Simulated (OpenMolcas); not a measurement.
# Rh3+: effect of the ligand basis

Rh3+ with 6 ligands (fluoride) in octahedral coordination (Oh) at 1.98 Å. A charge of +0.5 e stands 2.4 Å behind each ligand.

```json
{"Program": "OpenMolcas", "Method": "SS-CASPT2, IPEA 0.25 Eh, imaginary shift 0.1 Eh (closed shells correlated: 4s 4p and the ligand valence shells)", "Spin-orbit coupling": "RASSI with atomic mean-field integrals over the reference wave functions"}
```

Fixed: metal basis ANO-RCC-VTZP, active space 6 electrons in 5 orbitals (4d), DKH2 Hamiltonian.

States (labels of O, the rotations of Oh). Energies in cm-1 above the lowest state or level, χT in cm3 K/mol.

```tsv
Run	Ligand basis	Ground state	First state of that spin	First gap with spin-orbit (degeneracies)	χT at 300 K	First state of another spin	Cost
A	ANO-RCC-VDZP	1A1	1T1 18620	13830 (1, 2)	0.043	2S+1 = 3: 14450	roughly 6 core-minutes
B	ANO-RCC-VTZP	1A1	1T1 18470	12910 (1, 2)	0.043	2S+1 = 3: 13480	roughly 28 core-minutes
```

Against A, the first state of the same spin changes by -0.8 % in B.

Costs are those of the CASPT2 steps.

Roots that are degenerate in the reference are averaged as groups; the widest CASPT2 spread within a group is 950 cm-1 (the 3-fold group of multiplicity 1 near 18600 cm-1 above the lowest state of its run, A). Shifts and gaps below about the spread of the groups concerned are not significant. Over all roots computed the reference weight is 0.68 to 0.70 in A, 0.67 to 0.69 in B; a low but even weight reflects the number of correlated electrons. Ligand-to-metal charge-transfer states are missing. With no ligand orbital active B as a rule stays too high, so bands that hang on it stand too high and its fall with covalency is understated. With one d shell and no ligand orbital active, 10Dq can be off by a tenth or more. The least metal-like active orbital is 81 % on the metal (Löwdin) and no ligand orbital is active, so the numbers are rough (holds for A). The least metal-like active orbital is 76 % on the metal (Löwdin) and no ligand orbital is active, so the numbers are rough (holds for B). No measured value stands beside these numbers; the geometry is a model, was not optimised and need not be the one that this ion takes.

A state without a sure symmetry label is named by its multiplicity alone.
